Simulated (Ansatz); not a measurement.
`CC[P+]([AlH3-])(CC)CC`. Charge 0, multiplicity 1. The structure was optimised at the PBE0-D4/def2-TZVP level. It is one conformer, not always the lowest.

```xyz
26

C     0.321   -1.225    2.493
C     0.797   -1.276    1.048
P    -0.001   -0.015   -0.005
Al    0.130    2.262    0.894
C    -1.708   -0.621   -0.241
C    -2.571    0.342   -1.044
C     0.790   -0.210   -1.640
C     2.217    0.316   -1.673
H     0.856   -1.961    3.097
H     0.496   -0.239    2.928
H    -0.746   -1.442    2.578
H     1.871   -1.076    1.002
H     0.630   -2.263    0.604
H     1.609    2.228    1.523
H    -1.103    2.227    1.923
H    -0.069    3.107   -0.459
H    -2.126   -0.749    0.761
H    -1.670   -1.611   -0.707
H    -2.607    1.324   -0.569
H    -3.593   -0.035   -1.120
H    -2.193    0.476   -2.059
H     0.743   -1.265   -1.932
H     0.170    0.349   -2.347
H     2.635    0.224   -2.677
H     2.870   -0.236   -0.993
H     2.253    1.369   -1.386
```

**Question.** What is the dipole moment at ωB97M-V/def2-TZVPP? (Estimate.)

**Answer.** Computed: 5.85 D, with components (-0.31, -5.43, -2.15) D in this frame, pointing from negative to positive charge.

**Question.** And with PBE, r2SCAN, B3LYP? (Best estimate.)

**Answer.** The calculation gave: PBE 5.77 D, r2SCAN 5.91 D, B3LYP 5.84 D.

**Question.** Give the Mulliken charges with ωB97M-V, B3LYP, r2SCAN in def2-TZVPP. (Estimate.)

**Answer.** The calculation gave: 
| atom | ωB97M-V | B3LYP | r2SCAN |
| --- | --- | --- | --- |
| C1 | -0.32 | -0.27 | -0.17 |
| C2 | -0.25 | -0.18 | -0.11 |
| P3 | 0.20 | 0.31 | 0.27 |
| Al4 | 0.15 | 0.23 | 0.25 |
| C5 | -0.25 | -0.18 | -0.11 |
| C6 | -0.32 | -0.27 | -0.17 |
| C7 | -0.25 | -0.18 | -0.11 |
| C8 | -0.32 | -0.27 | -0.17 |
| H9 | 0.12 | 0.09 | 0.05 |
| H10 | 0.13 | 0.12 | 0.08 |
| H11 | 0.11 | 0.08 | 0.05 |
| H12 | 0.14 | 0.10 | 0.07 |
| H13 | 0.12 | 0.08 | 0.05 |
| H14 | -0.17 | -0.20 | -0.21 |
| H15 | -0.17 | -0.20 | -0.21 |
| H16 | -0.17 | -0.20 | -0.21 |
| H17 | 0.14 | 0.10 | 0.07 |
| H18 | 0.12 | 0.08 | 0.05 |
| H19 | 0.13 | 0.12 | 0.08 |
| H20 | 0.12 | 0.09 | 0.05 |
| H21 | 0.11 | 0.08 | 0.05 |
| H22 | 0.12 | 0.08 | 0.05 |
| H23 | 0.14 | 0.10 | 0.07 |
| H24 | 0.12 | 0.09 | 0.05 |
| H25 | 0.11 | 0.08 | 0.05 |
| H26 | 0.13 | 0.12 | 0.08 |

B3LYP here is the variant with VWN-RPA as its local correlation; programs differ in this.
